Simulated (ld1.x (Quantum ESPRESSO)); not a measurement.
## Pseudopotential generation for Eu: TM, PBEsol, fully relativistic.

The input file (ld1.x (Quantum ESPRESSO) 7.5):

```
&input
   title='Eu', zed=63., rel=2, dft='PBESOL', iswitch=3,
   config='[Xe] 4f6 5d1 6s2 6p0', rel_dist='average',
   nld=7, rlderiv=4.20, eminld=-3.0, emaxld=5.0, deld=0.02
 /
 &inputp
   pseudotype=2, tm=.true., lloc=0,
   nlcc=.false.,
   file_pseudopw='Eu.UPF', file_wfcaegen='ae.wfc', file_wfcncgen='nc.wfc', file_beta='beta', file_chi='chi'
 /
4
6P  2  1   0.00   0.00  3.85  3.85  0.0
5D  3  2   1.00   0.00  2.20  2.20  0.0
4F  4  3   6.00   0.00  1.00  1.00  0.0
6S  1  0   2.00   0.00  2.75  2.75  0.0
 &test
   configts(1)='4f6 5d1 6s2 6p0'
 /
```

Command:

```bash
ld1.x < Eu.in > Eu.out
```

The program printed (shortened: banner, matrices, multipoles, cross overlaps and the repeated all-electron block are left out):

```
Program LD1 v.7.5
     --------------------------- All-electron run ----------------------------

     Eu
     dirac relativistic calculation

     atomic number is 63.00
     dft =PBESOL   lsd =0 sic =0 latt =0  beta=0.20 tr2=1.0E-14
     Exchange-correlation= PBESOL
                           (   1   4  10   8   0   0   0)
     mesh =1261 r(mesh) = 100.16965 a.u. xmin = -7.00 dx = 0.01250
     1 Ry =  13.60569312 eV, c = 137.03599908

     n l j   nl                  e(Ry)          e(Ha)          e(eV)
     Spin orbit split results
     1 0 0.5 1S 1( 2.00)     -3550.5525     -1775.2762    -48307.7271
     2 0 0.5 2S 1( 2.00)      -583.1996      -291.5998     -7934.8350
     2 1 0.5 2P 1( 2.00)      -553.3267      -276.6633     -7528.3930
     2 1 1.5 2P 1( 4.00)      -505.7298      -252.8649     -6880.8048
     3 0 0.5 3S 1( 2.00)      -128.7650       -64.3825     -1751.9372
     3 1 0.5 3P 1( 2.00)      -115.8661       -57.9330     -1576.4380
     3 1 1.5 3P 1( 4.00)      -106.1669       -53.0834     -1444.4740
     4 0 0.5 4S 1( 2.00)       -25.9601       -12.9800      -353.2051
     4 1 0.5 4P 1( 2.00)       -20.9760       -10.4880      -285.3927
     4 1 1.5 4P 1( 4.00)       -18.8217        -9.4109      -256.0828
     3 2 1.5 3D 1( 4.00)       -83.8366       -41.9183     -1140.6557
     3 2 2.5 3D 1( 6.00)       -81.7261       -40.8630     -1111.9402
     5 0 0.5 5S 1( 2.00)        -3.5404        -1.7702       -48.1696
     5 1 0.5 5P 1( 2.00)        -2.1684        -1.0842       -29.5023
     5 1 1.5 5P 1( 4.00)        -1.8689        -0.9344       -25.4277
     4 2 1.5 4D 1( 4.00)       -10.6118        -5.3059      -144.3810
     4 2 2.5 4D 1( 6.00)       -10.2236        -5.1118      -139.0996
     4 3 2.5 4F 1( 2.57)        -0.6440        -0.3220        -8.7627
     4 3 3.5 4F 1( 3.43)        -0.5946        -0.2973        -8.0900
     5 2 1.5 5D 1( 0.40)        -0.2070        -0.1035        -2.8170
     5 2 2.5 5D 1( 0.60)        -0.1880        -0.0940        -2.5577
     6 0 0.5 6S 1( 2.00)        -0.3001        -0.1500        -4.0827
     6 1 0.5 6P 1( 0.00)        -0.1093        -0.0546        -1.4870
     6 1 1.5 6P 1( 0.00)        -0.0918        -0.0459        -1.2493
     Averaged results
     1 0     1S 1( 2.00)     -3550.5525     -1775.2762    -48307.7271
     2 0     2S 1( 2.00)      -583.1996      -291.5998     -7934.8350
     2 1     2P 1( 6.00)      -521.5954      -260.7977     -7096.6675
     3 0     3S 1( 2.00)      -128.7650       -64.3825     -1751.9372
     3 1     3P 1( 6.00)      -109.3999       -54.7000     -1488.4620
     4 0     4S 1( 2.00)       -25.9601       -12.9800      -353.2051
     4 1     4P 1( 6.00)       -19.5398        -9.7699      -265.8527
     3 2     3D 1(10.00)       -82.5703       -41.2852     -1123.4264
     5 0     5S 1( 2.00)        -3.5404        -1.7702       -48.1696
     5 1     5P 1( 6.00)        -1.9687        -0.9844       -26.7859
     4 2     4D 1(10.00)       -10.3789        -5.1895      -141.2121
     4 3     4F 1( 6.00)        -0.6158        -0.3079        -8.3783
     5 2     5D 1( 1.00)        -0.1956        -0.0978        -2.6614
     6 0     6S 1( 2.00)        -0.3001        -0.1500        -4.0827
     6 1     6P 1( 0.00)        -0.0976        -0.0488        -1.3285

     final scf error:  7.9E-15 reached in  30 iterations

     Etot =  -21696.543132 Ry,  -10848.271566 Ha, -295196.507678 eV

     Ekin =   23593.327394 Ry,   11796.663697 Ha,  321003.572274 eV
     Encl =  -53226.392532 Ry,  -26613.196266 Ha, -724181.962833 eV
     Eh   =    8414.601853 Ry,    4207.300926 Ha,  114486.490559 eV
     Exc  =    -478.079846 Ry,    -239.039923 Ha,   -6504.607678 eV

     normalization and overlap integrals

     s(1S/1S) =  1.000000  <r> =   0.0223  <r2> =    0.0007  r(max) =   0.0142
     s(2S/2S) =  1.000000  <r> =   0.0946  <r2> =    0.0106  r(max) =   0.0806
     s(2P/2P) =  1.000000  <r> =   0.0791  <r2> =    0.0077  r(max) =   0.0612
     s(2P/2P) =  1.000000  <r> =   0.0858  <r2> =    0.0090  r(max) =   0.0668
     s(3S/3S) =  1.000000  <r> =   0.2493  <r2> =    0.0711  r(max) =   0.2304
     s(3P/3P) =  1.000000  <r> =   0.2389  <r2> =    0.0664  r(max) =   0.2164
     s(3P/3P) =  1.000000  <r> =   0.2518  <r2> =    0.0735  r(max) =   0.2275
     s(4S/4S) =  1.000000  <r> =   0.5654  <r2> =    0.3610  r(max) =   0.5256
     s(4P/4P) =  1.000000  <r> =   0.5782  <r2> =    0.3806  r(max) =   0.5323
     s(4P/4P) =  1.000000  <r> =   0.6074  <r2> =    0.4197  r(max) =   0.5595
     s(3D/3D) =  1.000000  <r> =   0.2236  <r2> =    0.0589  r(max) =   0.1817
     s(3D/3D) =  1.000000  <r> =   0.2277  <r2> =    0.0609  r(max) =   0.1863
     s(5S/5S) =  1.000000  <r> =   1.3596  <r2> =    2.0795  r(max) =   1.2145
     s(5P/5P) =  1.000000  <r> =   1.5252  <r2> =    2.6420  r(max) =   1.3256
     s(5P/5P) =  1.000000  <r> =   1.6195  <r2> =    2.9821  r(max) =   1.4111
     s(4D/4D) =  1.000000  <r> =   0.6456  <r2> =    0.4837  r(max) =   0.5666
     s(4D/4D) =  1.000000  <r> =   0.6559  <r2> =    0.4991  r(max) =   0.5737
     s(4F/4F) =  1.000000  <r> =   0.8874  <r2> =    1.0365  r(max) =   0.5809
     s(4F/4F) =  1.000000  <r> =   0.9000  <r2> =    1.0703  r(max) =   0.5882
     s(5D/5D) =  1.000000  <r> =   2.7888  <r2> =    9.5771  r(max) =   1.9530
     s(5D/5D) =  1.000000  <r> =   2.8867  <r2> =   10.2874  r(max) =   2.0024
     s(6S/6S) =  1.000000  <r> =   4.0256  <r2> =   18.3941  r(max) =   3.4276
     s(6P/6P) =  1.000000  <r> =   5.3684  <r2> =   33.2496  r(max) =   4.4011
     s(6P/6P) =  1.000000  <r> =   5.7260  <r2> =   37.8665  r(max) =   4.6850

     ------------------------ End of All-electron run ------------------------

     --------------------- Generating NC pseudopotential ---------------------

      Generating local pot.: lloc=0, matching radius rcloc =   2.7500

     Fully relativistic calculation: |psi|^2

     Wfc 6P LC norm =  0.99998437 SC norm =  0.00001555 missing  0.00000009

     Wfc 6P LC norm =  0.99998613 SC norm =  0.00001201 missing  0.00000186

     Wfc 5D LC norm =  0.99993324 SC norm =  0.00006675 missing  0.00000001

     Wfc 5D LC norm =  0.99993753 SC norm =  0.00006144 missing  0.00000104

     Wfc 4F LC norm =  0.99949530 SC norm =  0.00050470 missing  0.00000000

     Wfc 4F LC norm =  0.99950464 SC norm =  0.00049536 missing  0.00000001

      Wfc   6P  rcut= 3.884  Using Troullier-Martins method

      Wfc   6P  rcut= 3.884  Using Troullier-Martins method

      Wfc   5D  rcut= 2.186  Using Troullier-Martins method

      Wfc   5D  rcut= 2.186  Using Troullier-Martins method

      Wfc   4F  rcut= 1.007  Using Troullier-Martins method

      Wfc   4F  rcut= 1.007  Using Troullier-Martins method

     ------------------- End of pseudopotential generation -------------------

     Computing logarithmic derivative in   4.21283
     Message from routine run_pseudo:
     Warning: convergence not achieved
     Computing logarithmic derivative in   4.21283
     Computing the partial wave expansion
       no projector for channel:   0
     R is outside the sphere for l=    1 j= 0.50
     R is outside the sphere for l=    1 j= 1.50
     R is outside the sphere for l=    2 j= 1.50
     R is outside the sphere for l=    2 j= 2.50
     R is outside the sphere for l=    3 j= 2.50
     R is outside the sphere for l=    3 j= 3.50

     ---------------------- Testing the pseudopotential ----------------------

     Eu
     dirac relativistic calculation

     atomic number is 63.00   valence charge is  9.00
     dft =PBESOL   lsd =0 sic =0 latt =0  beta=0.20 tr2=1.0E-14
     mesh =1261 r(mesh) = 100.16965 xmin = -7.00 dx = 0.01250

     n l  j  nl             e AE (Ry)       e PS (Ry)    De AE-PS (Ry)
     4 3 2.5 4F   1( 2.57)       -0.64405       -0.64379       -0.00025
     4 3 3.5 4F   1( 3.43)       -0.59460       -0.59464        0.00004
     3 2 1.5 5D   1( 0.40)       -0.20705       -0.20704       -0.00001
     3 2 2.5 5D   1( 0.60)       -0.18799       -0.18799        0.00000
     1 0 0.5 6S   1( 2.00)       -0.30007       -0.30007       -0.00000
     2 1 0.5 6P   1( 0.00)       -0.10929       -0.10929       -0.00000
     2 1 1.5 6P   1( 0.00)       -0.09182       -0.09182        0.00000

     eps = 1.0E-10  iter =201

     Etot =  -21696.543132 Ry,  -10848.271566 Ha, -295196.507678 eV
     Etotps =   -52.659456 Ry,     -26.329728 Ha,    -716.468394 eV

     Ekin =     194.595914 Ry,      97.297957 Ha,    2647.612292 eV
     Encl =     -93.816069 Ry,     -46.908034 Ha,   -1276.432642 eV
     Ehrt =      51.156801 Ry,      25.578400 Ha,     696.023729 eV
     Ecxc =      -9.893383 Ry,      -4.946691 Ha,    -134.606333 eV
     Epseu=    -194.702719 Ry,     -97.351359 Ha,   -2649.065441 eV

     ---------------------- End of pseudopotential test ----------------------
```

Generation and configuration tests took about 6.5 s on one core of a shared server CPU.
